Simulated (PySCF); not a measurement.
Isomers of C7H7F3, mass 148.050 u with the commonest isotopes. Theory: PBE0/pcSseg-1 in PySCF (dipole) on a GFN2-xTB geometry, gas phase. One conformer each, none proved a minimum here; rigid rotors.

Question: Order these by rotational constant C, largest first.
A. `[CH2:1]=[CH:2][C@@:3]([F:4])([C:5]#[C:6][CH3:7])[CH:8]([F:9])[F:10]` with C1–C2–C3–F4 -1°, C2–C3–C8–F9 -70°
B. `[CH2:1]=[C:2]([CH3:3])[C@:4]1([CH:5]([F:6])[F:7])[CH:8]=[C:9]1[F:10]` with C1–C2–C4–C5 13°, C2–C4–C5–F6 166°
C. `[CH3:1][C@@:2]1([F:3])[CH:4]=[CH:5][CH:6]=[C:7]1[CH:8]([F:9])[F:10]` with C6–C7–C8–F9 -12°

Answer: C (895.4 MHz), B (824.4 MHz), A (742.1 MHz).

Question: Order these by out-of-plane moment Σ m c² = (Ia + Ib − Ic)/2, smallest first.
A. `[CH2:1]=[CH:2][C@@:3]([F:4])([C:5]#[C:6][CH3:7])[CH:8]([F:9])[F:10]` with C1–C2–C3–F4 -1°, C2–C3–C8–F9 -70°
B. `[CH2:1]=[C:2]([CH3:3])[C@:4]1([CH:5]([F:6])[F:7])[CH:8]=[C:9]1[F:10]` with C1–C2–C4–C5 13°, C2–C4–C5–F6 166°
C. `[CH3:1][C@@:2]1([F:3])[CH:4]=[CH:5][CH:6]=[C:7]1[CH:8]([F:9])[F:10]` with C6–C7–C8–F9 -12°

Answer: B (49.27 u·Å²), C (70.94 u·Å²), A (79.61 u·Å²).

Question: Order these by dipole moment, smallest first.
A. `[CH3:1][C@@:2]1([F:3])[CH:4]=[CH:5][CH:6]=[C:7]1[CH:8]([F:9])[F:10]` with C6–C7–C8–F9 -12°
B. `[CH2:1]=[CH:2][C@@:3]([F:4])([C:5]#[C:6][CH3:7])[CH:8]([F:9])[F:10]` with C1–C2–C3–F4 -1°, C2–C3–C8–F9 -70°
C. `[CH2:1]=[C:2]([CH3:3])[C@:4]1([CH:5]([F:6])[F:7])[CH:8]=[C:9]1[F:10]` with C1–C2–C4–C5 13°, C2–C4–C5–F6 166°

Answer: C (2.05 D), A (2.34 D), B (2.65 D).

```json
{"SMILES": "C[C@@]1(F)C=CC=C1C(F)F", "point group": "C1", "Ia (u·Å²)": "253.64", "Ib (u·Å²)": "452.65", "Ic (u·Å²)": "564.40", "κ": "-0.60", "μa (D)": "2.05", "μb (D)": "0.74", "μc (D)": "0.86"}
{"SMILES": "C=C(C)[C@]1(C(F)F)C=C1F", "point group": "C1", "Ia (u·Å²)": "339.20", "Ib (u·Å²)": "372.36", "Ic (u·Å²)": "613.02", "κ": "0.60", "μa (D)": "1.90", "μb (D)": "0.72", "μc (D)": "0.22"}
{"SMILES": "C=C[C@@](F)(C#CC)C(F)F", "point group": "C1", "Ia (u·Å²)": "290.88", "Ib (u·Å²)": "549.37", "Ic (u·Å²)": "681.03", "κ": "-0.64", "μa (D)": "2.59", "μb (D)": "0.25", "μc (D)": "0.50"}
```
